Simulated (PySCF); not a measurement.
H₇InOSi₂, SMILES [SiH3][In]([SiH3])[OH].

Coordinates come from a PBE0-D3(BJ)/def2-SVP optimisation. The structure was generated by enumeration; whether it is a known compound was not checked. The def2 effective core potentials stand for the cores of In; spin–orbit coupling is left out. The values are those of a single conformer.

Calculation: TDDFT-ωB97X/def2-SVPD run with PySCF 2.14.0.

Vertical excitations. Isolated molecule, no solvent.

**Question.** Estimate the UV-visible absorptions. (The exact figures need the calculation; the answer reports its results.)

**Answer.** 
| state | energy (eV) | λ (nm) | f | main pairs |
|---|---|---|---|---|
| S1 | 4.19 | 296 | 0.000 | HOMO→LUMO 98 % |
| S2 | 5.46 | 227 | 0.023 | HOMO−1→LUMO 96 % |
| S3 | 5.69 | 218 | 0.005 | HOMO→LUMO+2 46 %, HOMO→LUMO+1 31 %, HOMO−2→LUMO 13 % |
| S4 | 5.93 | 209 | 0.011 | HOMO−2→LUMO 72 %, HOMO→LUMO+2 11 % |
| S5 | 6.30 | 197 | 1.069 | HOMO→LUMO+1 58 %, HOMO→LUMO+2 36 % |
| S6 | 6.52 | 190 | 0.025 | HOMO−2→LUMO+1 69 %, HOMO−2→LUMO+2 16 % |
| S7 | 7.03 | 176 | 0.250 | HOMO→LUMO+3 56 %, HOMO−1→LUMO+1 20 % |
| S8 | 7.20 | 172 | 0.176 | HOMO→LUMO+5 45 %, HOMO−1→LUMO+1 15 %, HOMO→LUMO+3 14 %, HOMO→LUMO+4 8 % |
| S9 | 7.21 | 172 | 0.221 | HOMO→LUMO+5 36 %, HOMO−1→LUMO+1 26 %, HOMO→LUMO+3 15 % |
| S10 | 7.49 | 166 | 0.009 | HOMO→LUMO+4 26 %, HOMO→LUMO+8 18 %, HOMO−1→LUMO+2 14 %, HOMO−1→LUMO+1 11 % |
| T1 | 3.72 | 333 | 0 | HOMO→LUMO 96 % |
| T2 | 5.00 | 248 | 0 | HOMO→LUMO+1 51 %, HOMO→LUMO+2 29 %, HOMO→LUMO+3 11 % |
| T3 | 5.03 | 247 | 0 | HOMO−1→LUMO 90 % |
| T4 | 5.22 | 238 | 0 | HOMO→LUMO+2 60 %, HOMO→LUMO+1 24 % |
Triplets are in the Tamm–Dancoff approximation, which puts them higher than full response would, so one can lie above its singlet here.
